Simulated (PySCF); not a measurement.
Delta-SCF ions had no search for a lower state. Excitations are Tamm–Dancoff values on a coarser integration grid. The basis has no diffuse functions, so Rydberg states are missing or too high.

# CH5Al, SMILES `[CH3][AlH2]` (charge 0, multiplicity 1)

Level of theory: M06-2X/def2-TZVP (PySCF).

* **HOMO**: -9.22 eV
* **dipole moment**: 0.66 D
* **HOMO–LUMO gap**: 8.46 eV
* **LUMO**: -0.76 eV
* **S1 excitation (TDA)**: 5.22 eV
* **S1 oscillator strength**: 0.002
* **brightest of the four lowest singlets (TDA)**: 7.62 eV
* **T1 excitation (TDA)**: 4.88 eV
* **S1–T1 gap (TDA)**: 0.34 eV
* **vertical ionisation energy (Delta-SCF)**: 10.55 eV
* **total energy**: -283.4957 Ha
* **cost**: about 2.6 core-minutes (a rough figure)

Bonds (Å): C1–Al2 1.947, C1–H3 1.091, C1–H4 1.095, C1–H5 1.091, Al2–H6 1.579, Al2–H7 1.579. Angles (°): Al2–C1–H3 112.3, Al2–C1–H4 109.4, Al2–C1–H5 112.7, H3–C1–H4 106.6, H3–C1–H5 108.6, H4–C1–H5 106.9, C1–Al2–H6 120.4, C1–Al2–H7 120.7, H6–Al2–H7 118.9.
Charge 0, spin multiplicity 1.
